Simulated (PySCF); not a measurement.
Computed IR spectrum (relative IR intensity) of a molecule C6H12O2. Coordinates come from a r2SCAN-D4/def2-SVP optimisation. The values are those of a single conformer. These are r2SCAN-D4/def2-SVP (PySCF) values and carry that method's errors. Harmonic, unscaled wavenumbers; measured fundamentals usually lie a few per cent lower.

| ν (cm⁻¹) | relative intensity |
|---|---|
| 323 | 3.2 |
| 367 | 5.3 |
| 776 | 2.1 |
| 883 | 6.8 |
| 1053 | 5.5 |
| 1181 | 65 |
| 1208 | 89 |
| 1250 | 4.7 |
| 1306 | 41 |
| 1363 | 2.8 |
| 1374 | 2.6 |
| 1399 | 6.5 |
| 1450 | 3.7 |
| 1454 | 6.3 |
| 1467 | 3.4 |
| 1475 | 7.5 |
| 1495 | 17 |
| 1824 | 100 |
| 3029 | 21 |
| 3040 | 12 |
| 3045 | 16 |
| 3123 | 14 |
| 3139 | 11 |
| 3144 | 7.2 |
| 3147 | 20 |
| 3186 | 5.0 |

### Question
Which structure fits?
(A) COC(=O)C(C)(C)C
(B) CCCCOC(C)=O
(C) CC/C(=C/OC)OC

### Answer
A, COC(=O)C(C)(C)C
